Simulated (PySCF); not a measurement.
# What settings do to a single point of [OsOCl4]2+

The sound run of [OsOCl4]2+ (singlet) uses PySCF 2.14.0, RKS B3LYP, Os def2-SVP with ECP60, O def2-SVP, Cl def2-SVP; non-relativistic Hamiltonian with scalar-relativistic core potentials where named; density fitting; no spin-orbit coupling, grid (50, 194), threshold 1e-8 Eh and 55 cycles, at the relaxed geometry:

```xyz
6

Os    0.0080   -0.0859    0.1677
O    -0.2167    0.2161    1.8155
Cl   -0.1393    0.1881   -2.0757
Cl    2.1924   -0.1702    0.1643
Cl   -1.1348    1.9216    0.0706
Cl   -0.9580   -2.0511    0.1060
```

There Os1 has a Mulliken charge of 0.82 e and the dipole about the centre of mass is 1.65 D. Each run below changes one thing and starts from free metal ions and neutral atoms unless it says otherwise; with 55 cycles, smearing, a level shift and second-order steps follow where DIIS fails, and their cycles count. Energy shifts count from the sound run.

```json
{"change": "start from a density of up to 30 smeared cycles (not counted)", "outcome": "converged", "cycles": "11", "energy shift (eV)": "0.0000", "largest force component (eV/Å)": "0.01", "charge on Os1 (e)": "0.82", "dipole about the centre of mass (D)": "1.65"}
{"change": "spin (2S) set to 3, limit 86 cycles", "outcome": "refused", "cycles": "–", "energy shift (eV)": "–", "largest force component (eV/Å)": "–", "charge on Os1 (e)": "–", "dipole about the centre of mass (D)": "–"}
```

Q: One further run converged with energy shift (eV) -2.45, largest force component (eV/Å) 11.06, charge on Os1 (e) 0.59, dipole about the centre of mass (D) 1.72. Which change was it?
A. threshold 1e-05
B. grid (10, 14)
C. all coordinates × 1.05

A: B.

Q: And the other changes listed?

A: 
```
                change    outcome  cycles  energy shift (eV)  largest force component (eV/Å)  charge on Os1 (e)  dipole about the centre of mass (D)
all coordinates × 1.05  converged      18               0.63                            3.95               0.82                                 1.65
       threshold 1e-05  converged      13             0.0000                            0.01               0.82                                 1.65
```

Unsound on purpose, so not properties of the compound: grid (10, 14).

Forces carry noise of the integration grid, about 0.01 to 0.03 eV/Å.
